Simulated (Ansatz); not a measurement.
C2H7ClOSi can be A, `C[Si](C)(O)Cl`, or B, `CC(Cl)[SiH2]O`.

Calculated with Ansatz (gas phase, PBE0-D4/def2-TZVP geometries, no zero-point term in ΔE). CCSD(T)/CBS is the MP2 limit (def2-TZVPP, def2-QZVPP) plus CCSD(T) − MP2 in def2-TZVPP, frozen cores. Functionals use def2-TZVPP. B3LYP here is the variant with VWN-RPA as its local correlation; programs differ in this. One conformer a species, not always the lowest.

Q: Which is lower in electronic energy at CCSD(T)/CBS, and by how much? (An estimate is asked.)

A: Computed: A, by 56.2 kcal/mol.

Q: Give E(B) − E(A) in kcal/mol with B2PLYP, BLYP-D4, B3LYP, HF/def2-TZVPP, PBE0-D4, CCSD(T)/def2-SVP, B3LYP-D4. (Best estimate.)

A: The calculation gave: B2PLYP 56.4, BLYP-D4 54.4, B3LYP 55.9, HF/def2-TZVPP 56.7, PBE0-D4 56.7, CCSD(T)/def2-SVP 51.5, B3LYP-D4 55.9. None reverses the order clearly.

Q: Does the order hold for the free energy at 298.15 K (harmonic terms from PBE0-D4)? (Estimate.)

A: The calculation gave: Yes: G(B) − G(A) = +55.3 kcal/mol, for one conformer each.

Largest T1 diagnostic: 0.010.

At CCSD(T), def2-SVP lies −4.7 kcal/mol from the extrapolated value and def2-TZVPP −0.6 kcal/mol. Leaving LDA and LC-ωPBE aside and taking each functional with its dispersion term where it has one, the values, not all of them listed here, spread over 4.9 kcal/mol, from BLYP-D4 to B97M-V.
